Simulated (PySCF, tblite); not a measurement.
A database entry of computed molecular properties. Lists by class give the value and the number of equivalent atoms.

```json
{
 "formula": "C4H11NOSi3",
 "smiles": "N#C[C@@H]1C[C@H](O[SiH3])[SiH2][SiH2]1",
 "charge": 0,
 "multiplicity": 1,
 "geometry_level": "GFN2-xTB",
 "atoms_angstrom": [
  ["N", -2.625, 3.1, -0.374],
  ["C", -2.136, 2.123, -0.027],
  ["C", -1.535, 0.89, 0.363],
  ["C", -0.055, 0.859, -0.039],
  ["C", 0.574, -0.501, 0.273],
  ["O", 1.869, -0.588, -0.276],
  ["Si", 3.279, -0.037, 0.3],
  ["Si", -0.507, -1.901, -0.502],
  ["Si", -2.446, -0.625, -0.451],
  ["H", -1.613, 0.808, 1.453],
  ["H", 0.499, 1.648, 0.48],
  ["H", 0.043, 1.049, -1.112],
  ["H", 0.639, -0.612, 1.365],
  ["H", 3.287, 1.42, 0.467],
  ["H", 3.56, -0.636, 1.61],
  ["H", 4.152, -0.504, -0.762],
  ["H", 0.05, -2.228, -1.814],
  ["H", -0.447, -3.101, 0.34],
  ["H", -3.571, -0.97, 0.426],
  ["H", -3.024, -0.184, -1.724]
 ],
 "electronic_structure_code": "PySCF",
 "results": {
  "GFN2-xTB geometry": {
   "point_group": "C1",
   "rotational_constants_GHz": [1.483, 0.6, 0.444]
  },
  "PBE0/pcSseg-1 ground state and GIAO shieldings, non-relativistic": {
   "dipole_D": 4.15,
   "homo_eV": -7.87,
   "lumo_eV": -0.65,
   "shift_vs_computed_TMS_C_by_class_ppm": [
    [126.2, 1],
    [73.4, 1],
    [40.7, 1],
    [9.7, 1]
   ],
   "shift_vs_computed_TMS_H_by_class_ppm": [
    [4.93, 3],
    [4.27, 1],
    [4.26, 1],
    [4.13, 1],
    [4.05, 1],
    [3.87, 1],
    [2.91, 1],
    [1.8, 1],
    [1.56, 1]
   ],
   "shielding_other_nuclei_by_class_ppm": [
    ["N", -29.3, 1],
    ["O", 312.8, 1],
    ["Si", 387.3, 1],
    ["Si", 405.9, 1],
    ["Si", 412.4, 1]
   ],
   "charges_hirshfeld_e_by_atom": [-0.24, 0.07, -0.09, -0.07, -0.03, -0.22, 0.38, 0.25, 0.26, 0.06, 0.04, 0.05, 0.03, -0.08, -0.08, -0.07, -0.06, -0.07, -0.07, -0.06]
  },
  "GFN2-xTB harmonic vibrations, gas phase": {
   "strongest_ir_bands_cm-1_km_per_mol_modes": [
    [599.8, 356.1, 1],
    [798.6, 291.9, 1],
    [842.7, 382.6, 1],
    [2224.6, 475.6, 1],
    [2258.4, 354.0, 1],
    [2388.9, 346.4, 1]
   ],
   "zpe_kcal_per_mol": 82.7
  }
 }
}
```

With B = h/(8π²I), that is 505.379 GHz u Å² over I, the principal moments of inertia are 340.9, 842.5 and 1137.2 u Å² (most abundant isotopes).

One conformer (not necessarily the lowest) at the GFN2-xTB geometry, without solvent or vibrations. NMR classes are plain means over equivalent atoms (diastereotopic ones count apart unless rotation or inversion swaps them), as if these changed places fast; in this geometry the members of some classes differ.
